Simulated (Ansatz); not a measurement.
Conformers of C$_{2}$H$_{8}$F$_{2}$N$_{2}$Si (`CN[Si](F)(F)NC`), each relaxed with PBE0-D4/def2-TZVP in Ansatz. CBS adds the triple-zeta coupled-cluster correction to the MP2 limit.

Not all of them had a frequency check.

Conformer A:

Cartesian coordinates in Å:
```
C -1.166 1.648 -0.023
N -0.965 0.531 -0.920
Si 0.491 -0.274 -1.178
F 1.610 0.526 -1.982
F 0.108 -1.485 -2.140
N 1.233 -0.680 0.278
C 0.591 -1.328 1.402
H -1.215 2.609 -0.549
H -2.084 1.530 0.560
H -0.334 1.700 0.682
H -1.719 0.371 -1.568
H 2.238 -0.661 0.322
H -0.492 -1.238 1.301
H 0.873 -0.855 2.347
H 0.830 -2.395 1.468
```

Conformer B:

Cartesian coordinates in Å:
```
C 1.835 1.068 -1.210
N 0.573 0.410 -0.940
Si -0.545 0.814 0.253
F 0.311 1.473 1.424
F -1.606 1.943 -0.119
N -1.477 -0.524 0.673
C -0.972 -1.825 1.057
H 2.138 1.647 -0.337
H 1.779 1.754 -2.062
H 2.625 0.338 -1.409
H 0.256 -0.193 -1.682
H -2.446 -0.369 0.899
H -0.989 -1.983 2.141
H 0.063 -1.925 0.725
H -1.546 -2.629 0.586
```

Which is lowest in electronic energy at CCSD(T)/CBS (frozen core, def2 sets), and by how much? (Estimate.)

Ansatz gave: A; B lies 1.7 kJ/mol higher. Gaps under about 2 kJ/mol don't settle the order.

Give the energies relative to A (kJ/mol) with B3LYP-D4/def2-TZVPP, ωB97X-V/def2-TZVPP, ωB97M-V/def2-TZVPP, PBE/def2-TZVPP, HF/def2-TZVPP, HF/def2-QZVPP, HF/CBS(def2). (An estimate is asked.)

Computed: 
```tsv
level	B
B3LYP-D4/def2-TZVPP	1.8
ωB97X-V/def2-TZVPP	1.7
ωB97M-V/def2-TZVPP	1.9
PBE/def2-TZVPP	0.7
HF/def2-TZVPP	0.5
HF/def2-QZVPP	0.4
HF/CBS(def2)	0.4
```

B3LYP here is the variant with VWN-RPA as its local correlation; programs differ in this.
